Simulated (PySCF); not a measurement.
Sb²⁺ (antimony, charge +2) across methods

[Kr] 4d10 5s2 5d1, 2D determinant (an excited configuration). Computed with PySCF 2.14 in aug-cc-pVQZ-PP with one added diffuse shell each of s, p, d, f, g type with ECP28MDF (8s8p6d4f3g, 117 functions), with a scalar-relativistic core potential.

```tsv
method	E (hartree)	mean ε 5s α (eV)	mean ε 5s β (eV)	mean ε 5d α (eV)	Σ⟨r²⟩ (bohr²)	⟨S²⟩
r2SCAN	-238.9643	-31.620	-31.540	-11.690	43.09	0.751
wB97X-V	-238.8532	-34.903	-34.703	-13.404	43.60	0.750
B3LYP	-238.9675	-32.555	-32.336	-12.020	43.46	0.750
LDA	-238.4988	-32.094	-31.767	-11.531	43.15	0.750
UHF	-237.96027	-34.692	-34.350	-12.911	45.32	0.751
PBE	-238.8906	-31.589	-31.279	-11.690	43.18	0.751
PBE0	-238.8898	-32.589	-32.286	-12.131	43.45	0.750
```

Problem. Estimate the same row for M06.

Solution. E (hartree) = -238.9703; mean ε 5s α (eV) = -32.893; mean ε 5s β (eV) = -32.886; mean ε 5d α (eV) = -11.995; Σ⟨r²⟩ (bohr²) = 43.36; ⟨S²⟩ = 0.750.

Energies and moments cover only the electrons outside the core potential. The outer electron is Rydberg-like, and this basis confines it to a smaller radius and binds it less than a complete one would.
